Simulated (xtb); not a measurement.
xtb was given this input:
```
$ xtb mol.xyz --gfn 2 --chrg -1 --uhf 1 --vipea --json

# file mol.xyz
4

Sb    -0.00854345    -0.39662549     0.03006418
Cl    -2.64892774    -0.33781226     0.04450074
Cl     0.04268112     1.98144961    -0.15019373
Cl     2.63187698    -0.45376087     0.01550045
```

Problem. Give the vertical ionisation energy (with the method's empirical shift) at the level GFN2-xTB run with xtb 6.7.1.

Solution. 2.96 eV

Problem. What vertical electron affinity (with the method's empirical shift) does GFN2-xTB give?

Solution. -2.58 eV
